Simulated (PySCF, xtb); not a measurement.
CH₅MoNO₂, SMILES [CH3][Mo]([NH2])(=[O])=[O], multiplicity 1.

GFN2-xTB run with xtb at its own geometry gives an orbital gap of 3.55 eV and a dipole moment of 6.11 D.

Geometry optimised at B3LYP-D3(BJ)/def2-SVP. The spin state was assumed, not searched. The structure was generated by enumeration; whether it is a known compound was not checked. The def2 effective core potentials stand for the cores of Mo; spin–orbit coupling is left out. One conformer was computed; it need not be the lowest.

Task: What does PBE/def2-TZVP (PySCF) give? (An estimate is asked for; the answer gives what the named calculation found.)

Result: gap 4.23 eV (levels -7.18 and -2.94 eV), dipole 3.91 D.
